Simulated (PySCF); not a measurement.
**SMILES C[C@@]1([SiH3])CN[Si@@H]1[AsH2], C3H12AsNSi2**

Geometry:
```
atom   x (Å)   y (Å)   z (Å)
  C1  -0.834  -1.607  -0.826
  C2  -0.519  -0.290  -0.135
 Si3  -1.216   1.196  -1.085
  C4  -0.915  -0.279   1.350
  N5   0.348   0.188   1.886
 Si6   1.300  -0.081   0.470
 As7   2.545   1.788  -0.094
  H8  -0.414  -2.449  -0.276
  H9  -0.419  -1.620  -1.833
 H10  -1.911  -1.761  -0.904
 H11  -0.948   2.437  -0.350
 H12  -0.569   1.257  -2.404
 H13  -2.664   1.032  -1.257
 H14  -1.736   0.399   1.611
 H15  -1.178  -1.284   1.701
 H16   0.519   0.117   2.876
 H17   2.011  -1.387   0.387
 H18   2.780   1.247  -1.473
 H19   3.810   1.108   0.347
```

Level of theory: TDDFT CAM-B3LYP/def2-SVPD circular dichroism and optical rotation, one conformer, gas phase in PySCF. Geometry: GFN2-xTB.

The molecule is flexible and this is one conformer; a measurement averages over conformers. The calculation is non-relativistic, which matters for the atoms heavier than Zn.

(1) Draw the ECD and absorption spectra from the lowest 16 states, each a Gaussian of half-width 0.35 eV at 1/e height.

Results:

(1) 
```csv
E (eV),λ (nm),Δε (L mol⁻¹ cm⁻¹),ε (L mol⁻¹ cm⁻¹)
4.83,257,+1.03,22.6
4.98,249,+2.92,64
5.13,242,+5.74,126
5.28,235,+7.79,174
5.43,228,+7.26,183
5.58,222,+4.32,217
5.73,216,+0.25,473
5.88,211,-4.27,1240
6.03,206,-7.05,2690
6.18,201,-3.05,4640
6.33,196,+8.23,6590
6.48,191,+16.42,8130
6.63,187,+11.62,9480
6.78,183,-0.69,11100
6.93,179,-6.31,13000
7.08,175,-0.08,14800
7.23,172,+9.46,15400
7.38,168,+11.43,13800
```
Δε uses R in velocity form, ε uses f in length form. Only the states computed contribute, so the short-wavelength end is incomplete.
